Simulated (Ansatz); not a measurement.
The cluster Si₄N₄O₂⁻. Charge -1, multiplicity 2. Geometry PBE0-D4/def2-SVP, that of the neutral singlet; atoms count from 1.

Cartesian coordinates in Å:
```
Si 0.531 0.523 -0.924
Si -1.074 -0.286 -2.458
Si 1.074 0.286 2.458
Si -0.531 -0.523 0.924
N -0.356 -0.692 2.541
N 0.356 0.693 -2.541
N 0.963 0.530 0.672
N -0.963 -0.530 -0.672
O -2.128 -0.828 -3.409
O 2.128 0.828 3.409
```

The structure comes from a short search, and lower isomers may exist.

(1) Estimate the Mulliken populations from the PBE0/def2-SVP orbitals of Ansatz.

(2) Where does the spin sit?

(3) And the Mayer bond orders between heavy atoms (over 0.3)?

## Answers

(1) 
```json
{"atom": "Si1", "charge (e)": "0.41", "spin (α − β)": "0.42"}
{"atom": "Si2", "charge (e)": "0.63", "spin (α − β)": "0.13"}
{"atom": "Si3", "charge (e)": "0.63", "spin (α − β)": "0.13"}
{"atom": "Si4", "charge (e)": "0.41", "spin (α − β)": "0.42"}
{"atom": "N5", "charge (e)": "-0.48", "spin (α − β)": "-0.02"}
{"atom": "N6", "charge (e)": "-0.48", "spin (α − β)": "-0.02"}
{"atom": "N7", "charge (e)": "-0.56", "spin (α − β)": "-0.04"}
{"atom": "N8", "charge (e)": "-0.56", "spin (α − β)": "-0.04"}
{"atom": "O9", "charge (e)": "-0.50", "spin (α − β)": "0.00"}
{"atom": "O10", "charge (e)": "-0.50", "spin (α − β)": "0.00"}
```
Mulliken values depend strongly on the basis.

(2) Summed by element: Si 1.12, N -0.13, O 0.01, of 1 unpaired in all. Largest on single atoms: Si1 0.42, Si4 0.42, Si2 0.13.

(3) Si1–Si4 0.37 (2.37 Å); Si1–N6 1.52 (1.64 Å); Si1–N7 1.18 (1.65 Å); Si1–N8 0.74 (1.85 Å); Si2–N6 1.17 (1.73 Å); Si2–N8 0.75 (1.81 Å); Si2–O9 2.08 (1.52 Å); Si3–N5 1.17 (1.73 Å); Si3–N7 0.75 (1.81 Å); Si3–O10 2.08 (1.52 Å); Si4–N5 1.52 (1.64 Å); Si4–N7 0.74 (1.85 Å); Si4–N8 1.18 (1.65 Å).
